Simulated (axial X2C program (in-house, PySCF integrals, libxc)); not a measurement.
**Potential curves of WS, with spin–orbit coupling**

Calculated with an in-house relativistic program for diatomic molecules. Two-component (2c) means X2C with spin–orbit coupling and atomic mean-field two-electron Coulomb and Gaunt terms. Basis: W dyall-cv3z [13s14p9d7f4g], S dyall-av3z [9s8p3d2f] (cores contracted in-house); Gaussian nuclei, density fitting, unrestricted open shells. Masses: W 183.951 u, S 31.972 u.

State: Ω = 1 (⟨Sz⟩ = 1.98, ⟨Lz⟩ = -0.98 at r2SCAN0). Energies in eV from the lowest point of each curve. Fits are polynomials in 1 − R0/R over 0.85 to 1.23 times the lowest point R0.

```csv
R (Å),r2SCAN0
1.8461,1.5020
1.9310,0.6054
1.9947,0.2282
2.0583,0.0417
2.1220,0.0000
2.1963,0.0847
2.2705,0.2680
2.3660,0.5880
2.4827,1.0323
2.6525,1.6737
```

One determinant describes the state; a PBE0 search over occupations chose it and may have missed a lower one. Density functionals use the spin component along the axis (collinear). PBE0 can misorder states that lie within some tenths of an eV, so this need not be the ground state of the molecule. The nearest other 2c determinant of the search, Ω = 3, lies 0.28 eV up at the distance of the search. The functionals have no current-density term, which raises determinants with orbital currents, atoms included. With several unpaired electrons one determinant need not be a pure state. Open-shell Ω = 0 determinants with evenly filled partner blocks cannot be reached by this program, so the Ω shown need not be the lowest component. The determinant is spin-polarised beyond a pure state at some levels (its spin-free form has ⟨S²⟩ too high), which makes Re and μ there less reliable.

Task: What are Re and ωe at the r2SCAN0 level?

Result: At r2SCAN0, 2c: Re = 2.112 Å, ωe ≈ 526 cm⁻¹; Be follows as 0.139 cm⁻¹.
